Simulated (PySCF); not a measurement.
B(SeH)3 (BH3Se3), SMILES [SeH]B([SeH])[SeH].

Geometry: B3LYP-D3(BJ)/def2-SVP. One conformer was computed; it need not be the lowest.

The numbers are results of TDDFT-B3LYP/def2-SVPD (PySCF), not measurements.

Vertical excitations.  State labels are in the subgroup Cs.

| state | symmetry | energy (eV) | λ (nm) | f | main pairs |
|---|---|---|---|---|---|
| S1 | A" | 4.54 | 273 | 0.000 | HOMO→LUMO 94 % |
| S2 | A" | 4.59 | 270 | 0.000 | HOMO−1→LUMO 94 % |
| S3 | A' | 4.93 | 251 | 0.181 | HOMO→LUMO+1 92 % |
| S4 | A' | 4.97 | 249 | 0.173 | HOMO−1→LUMO+1 90 % |
| S5 | A" | 5.61 | 221 | 0.003 | HOMO→LUMO+2 70 %, HOMO−1→LUMO+2 14 % |
| S6 | A" | 5.79 | 214 | 0.002 | HOMO−1→LUMO+2 84 %, HOMO→LUMO+2 13 % |
| S7 | A" | 5.87 | 211 | 0.000 | HOMO→LUMO+3 80 % |
| S8 | A" | 5.94 | 209 | 0.005 | HOMO−1→LUMO+3 82 % |
| S9 | A" | 6.04 | 205 | 0.001 | HOMO−2→LUMO+1 96 % |
| S10 | A" | 6.16 | 201 | 0.018 | HOMO→LUMO+4 38 %, HOMO−1→LUMO+4 24 %, HOMO−3→LUMO 22 % |
| T1 | A' | 4.13 | 300 | 0 | HOMO→LUMO+1 99 % |
| T2 | A' | 4.20 | 295 | 0 | HOMO−1→LUMO+1 99 % |
| T3 | A" | 4.30 | 288 | 0 | HOMO→LUMO 77 %, HOMO−1→LUMO 17 % |
| T4 | A" | 4.34 | 286 | 0 | HOMO−1→LUMO 77 %, HOMO→LUMO 17 % |
Triplets are in the Tamm–Dancoff approximation, which puts them higher than full response would, so one can lie above its singlet here.
